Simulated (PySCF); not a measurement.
FH₃SiSn, SMILES [Sn]([SiH3])[F] (connectivity only; charge and spin as stated), neutral, multiplicity 1.

Coordinates come from a B3LYP-D3(BJ)/def2-SVP optimisation. The def2 effective core potentials stand for the cores of Sn; spin–orbit coupling is left out.

Computed with HF/def2-TZVPD (PySCF).

Symmetry labels are those of the subgroup Cs that the program uses (full group Cs).

Computed valence orbital energies around the gap with their symmetry:
| orbital | symmetry | energy (eV) |
|---|---|---|
| HOMO−7 | A' | -19.53 |
| HOMO−6 | A' | -17.51 |
| HOMO−5 | A' | -15.95 |
| HOMO−4 | A" | -15.73 |
| HOMO−3 | A' | -13.15 |
| HOMO−2 | A" | -13.03 |
| HOMO−1 | A' | -12.96 |
| HOMO | A' | -8.51 |
| LUMO | A" | -0.46 |
| LUMO+1 | A' | 1.29 |
| LUMO+2 | A' | 1.59 |
| LUMO+3 | A' | 1.88 |
